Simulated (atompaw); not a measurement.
## Before and after: PAW (atompaw) potential for P (Z = 15)

- Element: P (Z = 15)
- Generator: atompaw 4.2.0.5
- Type: PAW
- Functional: LDA (PW92)
- Relativity: scalar-relativistic
- Frozen core: [Ne]
- Valence charge: 5
- Reference configuration: 3s1 3p4
- Partial waves: 3s (bound): rc 1.60 bohr; 3s channel at 0.05 Ry: rc 1.60 bohr; 3p (bound): rc 1.60 bohr; 3p channel at 1.7 Ry: rc 1.60 bohr
- Local potential: bessel scheme, radius 1.05 bohr
- Core correction: smooth core density matched at 1.20 bohr
- Augmentation charge: gaussian compensation charge, radius 1.25 bohr; PAW radius 1.60 bohr; waves and projectors: custom rrkj gramschmidtortho

All-electron outer shells of the reference configuration (LDA (PW92), scalar-relativistic, ld1.x):

| shell | level (eV) | outermost node (bohr) | outermost maximum (bohr) |
| --- | --- | --- | --- |
| 2s | -174.63 | 0.14 | 0.42 |
| 2p | -125.98 | – | 0.35 |
| 3s | -14.72 | 0.66 | 1.56 |
| 3p | -6.15 | 0.64 | 1.81 |

Change: wave 3p channel at 1.7 Ry: rc 1.60 bohr becomes 3p channel at 1.7 Ry: rc 1.40 bohr.

Cutoffs: the cutoffs (Ry, on a coarse ladder) from which the occupation-weighted sum of valence levels, in a spherical-Bessel basis at the reference potential, stays within 10 and 1 mRy of its value at 400 Ry; they do not see the model core or the augmentation charge, which bear on the density cutoff.

Problem. What does the change do?

Solution. The potential gets harder (12 Ry and 25 Ry → 15 Ry and 25 Ry); neither file shows a bound ghost.

| quantity | base | changed |
| --- | --- | --- |
| cutoff, loose | 12 Ry | 15 Ry |
| cutoff, tight | 25 Ry | 25 Ry |
| loose cutoff by channel (10 mRy a level) | s 8 Ry, p 8 Ry | s 8 Ry, p 10 Ry |
| bound ghosts | none | none |
| s: phases at 1.61 bohr within 0.05 rad from the reference energy up to (Ry; the scan ends near 5) | to the end of the scan | to the end of the scan |
| p: phases at 1.61 bohr within 0.05 rad from the reference energy up to (Ry; the scan ends near 5) | to the end of the scan | to the end of the scan |
| lowest overlap eigenvalue by channel | s 0.43, p 0.74 | s 0.43, p 0.90 |

 The cutoffs see the waves, projectors and local potential, not the compensation charge or the core.
